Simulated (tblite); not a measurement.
C6H12OSSi.
Atom-mapped SMILES: `[CH3:1][C:2]#[C:3][Si@@:4]([OH:5])([CH2:6][CH3:7])[S:8][CH3:9]` (hydrogens: H10, H11, H12 on C1; H13 on O5; H14, H15 on C6; H16, H17, H18 on C7; H19, H20, H21 on C9)

Computed with GFN2-xTB (tblite), gas phase: L-BFGS steps from a force-field or distance-geometry start until the largest atomic force falls under 0.01 eV/Å.

Step 19: E = -762.0081 eV
```
atom  x, y, z in Å  |  force x, y, z in eV/Å
C1      3.4534    1.1280    0.5217   -0.025  -0.011  -0.002
C2      2.1596    0.6844    0.0523    0.073   0.057   0.041
C3      1.0811    0.3143   -0.3388   -0.014  -0.021  -0.025
Si4    -0.5797   -0.2063   -0.9693    0.041  -0.057   0.083
O5     -0.4621   -0.9809   -2.3932   -0.056   0.018   0.003
C6     -1.4602   -1.3632    0.2565   -0.042   0.007   0.021
C7     -0.7395   -2.6876    0.4837   -0.014   0.031  -0.038
S8     -1.7222    1.6065   -1.3280   -0.027   0.021  -0.033
C9     -1.7174    2.3382    0.3358    0.017  -0.042  -0.037
H10     3.8518    0.4168    1.2469   -0.020   0.032  -0.024
H11     4.1462    1.2023   -0.3181   -0.040   0.005   0.042
H12     3.3603    2.1069    0.9957    0.019  -0.051  -0.026
H13    -0.4826   -0.4982   -3.2159    0.016  -0.013   0.012
H14    -2.4669   -1.5671   -0.1152   -0.012  -0.031  -0.003
H15    -1.5857   -0.8715    1.2231    0.033   0.063  -0.012
H16    -1.2958   -3.3010    1.1923    0.052  -0.005  -0.032
H17     0.2621   -2.5232    0.8753   -0.031   0.028   0.006
H18    -0.6485   -3.2304   -0.4522    0.004  -0.013  -0.023
H19    -2.3107    3.2464    0.2997    0.013  -0.028  -0.047
H20    -0.6946    2.5684    0.6145    0.020  -0.005   0.039
H21    -2.1577    1.6341    1.0327   -0.007   0.015   0.054
```

Step 20: E = -762.0098 eV
```
atom  x, y, z in Å  |  force x, y, z in eV/Å
C1      3.4528    1.1282    0.5227   -0.046  -0.014  -0.009
C2      2.1572    0.6860    0.0546    0.106   0.063   0.048
C3      1.0783    0.3175   -0.3366   -0.036  -0.043  -0.033
Si4    -0.5823   -0.2072   -0.9662    0.041  -0.027   0.065
O5     -0.4686   -0.9888   -2.3862   -0.048   0.013  -0.008
C6     -1.4650   -1.3630    0.2579   -0.025   0.041   0.006
C7     -0.7374   -2.6841    0.4789   -0.024   0.039  -0.023
S8     -1.7169    1.6096   -1.3292   -0.026   0.014  -0.036
C9     -1.7143    2.3372    0.3360    0.014  -0.040  -0.040
H10     3.8501    0.4146    1.2477   -0.025   0.066  -0.047
H11     4.1438    1.2015   -0.3199   -0.052   0.004   0.075
H12     3.3589    2.1084    0.9960    0.036  -0.085  -0.034
H13    -0.4804   -0.5118   -3.2124    0.017  -0.008   0.014
H14    -2.4717   -1.5694   -0.1137    0.006  -0.019   0.016
H15    -1.5866   -0.8669    1.2234    0.017   0.021  -0.015
H16    -1.2888   -3.3016    1.1864    0.036  -0.031  -0.021
H17     0.2631   -2.5156    0.8709   -0.017   0.027   0.000
H18    -0.6452   -3.2221   -0.4598    0.005  -0.013  -0.012
H19    -2.3058    3.2460    0.3001    0.001  -0.011  -0.044
H20    -0.6927    2.5658    0.6191    0.035  -0.006   0.036
H21    -2.1575    1.6326    1.0300   -0.015   0.006   0.064
```

Step 21: E = -762.0114 eV
```
atom  x, y, z in Å  |  force x, y, z in eV/Å
C1      3.4516    1.1282    0.5235   -0.048  -0.010  -0.011
C2      2.1553    0.6881    0.0572    0.074   0.044   0.032
C3      1.0762    0.3204   -0.3346   -0.031  -0.055  -0.029
Si4    -0.5840   -0.2086   -0.9623    0.022   0.020   0.018
O5     -0.4762   -0.9964   -2.3790   -0.036   0.009  -0.017
C6     -1.4702   -1.3622    0.2593   -0.002   0.059  -0.008
C7     -0.7357   -2.6801    0.4738   -0.023   0.033  -0.004
S8     -1.7121    1.6128   -1.3309   -0.011  -0.010  -0.027
C9     -1.7109    2.3357    0.3359    0.010  -0.028  -0.026
H10     3.8481    0.4135    1.2476   -0.019   0.071  -0.043
H11     4.1405    1.2007   -0.3205   -0.042   0.004   0.072
H12     3.3582    2.1086    0.9958    0.045  -0.077  -0.023
H13    -0.4778   -0.5252   -3.2087    0.017  -0.004   0.021
H14    -2.4765   -1.5721   -0.1118    0.016  -0.002   0.030
H15    -1.5872   -0.8620    1.2232   -0.003  -0.016  -0.007
H16    -1.2813   -3.3028    1.1802    0.017  -0.049  -0.011
H17     0.2636   -2.5074    0.8663   -0.003   0.026  -0.006
H18    -0.6419   -3.2139   -0.4675    0.004  -0.007   0.000
H19    -2.3009    3.2452    0.2993   -0.004  -0.002  -0.038
H20    -0.6903    2.5631    0.6243    0.032  -0.011   0.023
H21    -2.1574    1.6314    1.0283   -0.015   0.007   0.055
```

Q: Estimate the geometry and energy of step 22. (The exact step hangs on the optimiser's Hessian estimate; all steps are aligned on step 21, rigid shifts and turns removed.)

A: E = -762.0124 eV, largest force 0.059 eV/Å
```
atom  x, y, z in Å  |  force x, y, z in eV/Å
C1      3.4501    1.1282    0.5239   -0.032  -0.004  -0.007
C2      2.1543    0.6899    0.0590    0.007   0.015   0.004
C3      1.0755    0.3215   -0.3335   -0.010  -0.055  -0.019
Si4    -0.5843   -0.2095   -0.9596   -0.004   0.047  -0.028
O5     -0.4821   -1.0010   -2.3748   -0.025   0.000  -0.003
C6     -1.4735   -1.3611    0.2599    0.015   0.048  -0.013
C7     -0.7351   -2.6770    0.4705   -0.012   0.017   0.008
S8     -1.7093    1.6143   -1.3323    0.004  -0.026  -0.011
C9     -1.7086    2.3341    0.3356    0.005  -0.014  -0.005
H10     3.8465    0.4140    1.2469   -0.006   0.044  -0.017
H11     4.1378    1.2003   -0.3196   -0.016   0.004   0.038
H12     3.3588    2.1075    0.9954    0.039  -0.035   0.000
H13    -0.4758   -0.5331   -3.2059    0.017   0.007   0.009
H14    -2.4795   -1.5740   -0.1098    0.016   0.013   0.031
H15    -1.5873   -0.8586    1.2227   -0.017  -0.032   0.009
H16    -1.2762   -3.3045    1.1760    0.004  -0.048  -0.008
H17     0.2636   -2.5017    0.8633    0.003   0.024  -0.011
H18    -0.6399   -3.2087   -0.4722    0.003   0.003   0.009
H19    -2.2978    3.2443    0.2975    0.001  -0.004  -0.030
H20    -0.6883    2.5612    0.6279    0.016  -0.018   0.007
H21    -2.1576    1.6309    1.0285   -0.009   0.014   0.035
```

The energy changes by -0.0010 eV. The first-order estimate −F·Δx gives -0.0015 eV and the mean of the old and new forces, exact on a quadratic surface, -0.0010 eV. The step makes an angle of 73° with the force vector and moves no atom by more than 0.009 Å.

The cost below is that of the whole relaxation. On one thread, Arm Neoverse V1 (aarch64), shared host with 32 logical CPUs at a one-minute load of 23, this took 0.79 s.
